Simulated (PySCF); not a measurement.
Isomers of C9H13B, from PBE0-D3(BJ)/def2-SVP geometry optimisation, gas phase in PySCF. One conformer each, no zero-point energy, no frequencies.

Question: Which is lower in electronic energy at this level?
A. `[CH3:1][B:2]([CH3:3])[C@H:4]1[C@H:5]2[CH:6]=[CH:7][C@@H:8]1[CH:9]=[CH:10]2` with C1–B2–C4–C5 33°: A = 2378, B = 1126, C = 1012 MHz, dipole 0.23 D
B. `CB(C)C1=C[C@@H]2C=C[C@H]1C2`: A = 2584, B = 969.6, C = 847.3 MHz, dipole 0.62 D

Answer: B. That is `B(C1=C[C@@H]2C=C[C@H]1C2)(C)C`, 8.9 kcal/mol below the other.

| SMILES | mapped SMILES | E (Eh) | relative (kcal/mol) | relative (kJ/mol) | dipole (D) |
| --- | --- | --- | --- | --- | --- |
| CB(C)C1=C[C@@H]2C=C[C@H]1C2 | [CH3:1][B:2]([CH3:3])[C:4]1=[CH:5][C@@H:6]2[CH:7]=[CH:8][C@H:9]1[CH2:10]2 | -374.88085 | 0.0 | 0.0 | 0.62 |
| CB(C)[C@H]1[C@H]2C=C[C@@H]1C=C2 | [CH3:1][B:2]([CH3:3])[C@H:4]1[C@H:5]2[CH:6]=[CH:7][C@@H:8]1[CH:9]=[CH:10]2 | -374.86661 | 8.9 | 37.4 | 0.23 |
